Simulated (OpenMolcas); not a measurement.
Zr²⁺: the spin-orbit constant, Racah parameters, worked from levels

```json
{
 "Program": "OpenMolcas 26.06",
 "Basis": "ANO-RCC-VTZP [7s6p4d2f1g]",
 "Scalar Hamiltonian": "DKH2, point nucleus",
 "Active space": "2 electrons in 9 orbitals (RAS2 4d 5s; RAS3 5p, at most 2 electrons)",
 "State averaging": "2S+1 = 3 even, 15 roots; 2S+1 = 1 even, 21 roots kept (CI in the orbitals of an earlier block); 2S+1 = 3 odd, 18 roots; 2S+1 = 1 odd, 18 roots kept (CI in the orbitals of an earlier block)",
 "Spin-orbit coupling": "RASSI with atomic mean-field integrals over the reference wave functions, term energies averaged over their components"
}
```

Methods: RASSCF; MS-RASPT2, IPEA 0.25 Eh, imaginary shift 0.1 Eh (closed shells correlated: 4s 4p). Measured levels: Moore, Atomic Energy Levels, vol. II, NSRDS-NBS 35 (1971 reprint of NBS Circular 467, 1952); NIST levels as listed in Rynkun, Gaigalas and Jonsson, Astron. Astrophys. 637, A10 (2020).

**The spin-orbit constant.** For the Hund term ³F of d2, E(J) = (A/2) J(J+1) + constant and ζ = 2S·A = 2A. From J = 2 to J = 4 the energy changes by 7 A.

```json
{"Source": "RASSCF", "E(4) - E(2)": "1511.5", "A": "215.9", "ζ": "432"}
{"Source": "MS-RASPT2", "E(4) - E(2)": "1527.0", "A": "218.1", "ζ": "436"}
{"Source": "measured", "E(4) - E(2)": "1486.4", "A": "212.3", "ζ": "425"}
```

All in cm-1. MS-RASPT2 is off by +2.7 % and RASSCF by +1.7 %. Both methods take the spin-orbit matrix elements from the reference wave functions, so the second can move ζ only through the term energies and any multistate remixing. Second-order mixing with other terms is absorbed into this ζ.

**Racah parameters.** Above ³F, d2 has ³P at 15B, ¹G at 12B + 2C and ¹D at 5B + 2C. The first two fix B and C, and the third tests them; where it misses by thousands of cm-1, two parameters do not describe the configuration (Trees and configuration-interaction terms are left out) and B and C hang on the terms chosen. Term energies are centres of gravity, weighted by 2J + 1.

| Source | ³P | ¹G | B | C | C/B | ¹D from B, C | ¹D found |
| --- | --- | --- | --- | --- | --- | --- | --- |
| RASSCF | 9775 | 13207 | 652 | 2694 | 4.13 | 8648 | 6314 |
| MS-RASPT2 | 8116 | 10604 | 541 | 2056 | 3.80 | 6817 | 4503 |
| measured | 7717 | 10185 | 514 | 2006 | 3.90 | 6582 | 4878 |

Energies in cm-1. From RASSCF to MS-RASPT2, B changes by -17.0 % and C by -23.7 %. Against the measured terms, MS-RASPT2 has B off by +5.3 % and C by +2.5 %.

Term energies are means over components that CASPT2 splits; among the terms shown or strongly mixed into the levels shown the widest spread is 700 cm-1 (4d² ¹G, MS-RASPT2). Terms from blocks run as CI alone lack orbitals of their own. Without dynamic correlation excited terms often stand tens of per cent too high (terms of higher spin than the ground term too low), and those without a measured partner can miss by more than the paired ones (holds for RASSCF). Computed and measured levels are paired by configuration, term and J; levels that our copy of the source lacks, or whose pairing is in doubt (as where it misses far off the trend of its configuration), stay unpaired and out of the deviations. Levels of configurations outside the active space are missing.
